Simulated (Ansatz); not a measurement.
Species: CBr$_{2}$, net charge 1, doublet state. 
Structure (B3LYP-D3(BJ)/def2-TZVP (Ansatz, a program for electronic structure) minimum search):
```xyz
3

C      0.0572    -0.0387     0.5872
Br     0.8920     1.3658    -0.0478
Br    -0.9018    -1.3591    -0.0528
```
Charge +1, spin multiplicity 2.

Parts of the frozen-core correlation energy in cc-pVTZ (Ansatz, hartree). Frozen orbitals: 29; correlated occupied orbitals by spin: 9 and 8; virtual: 78 and 79. Open shells are spin-unrestricted. No spin-orbit coupling. No relativistic terms.

```json
[
 {"term": "reference (HF)", "value": "-5182.39425"},
 {"term": "MP2 opposite-spin", "value": "-0.32470"},
 {"term": "MP2 same-spin", "value": "(withheld)"},
 {"term": "CCSD correlation", "value": "(withheld)"},
 {"term": "(T)", "value": "(withheld)"},
 {"term": "T1 diagnostic", "value": "0.029"},
 {"term": "largest doubles amplitude", "value": "0.068"},
 {"term": "<S^2> of the reference", "value": "0.778"}
]
```

### Question
What belongs in the gaps?

### Answer

- MP2 same-spin, value: -0.11349
- CCSD correlation, value: -0.46852
- (T), value: -0.02639
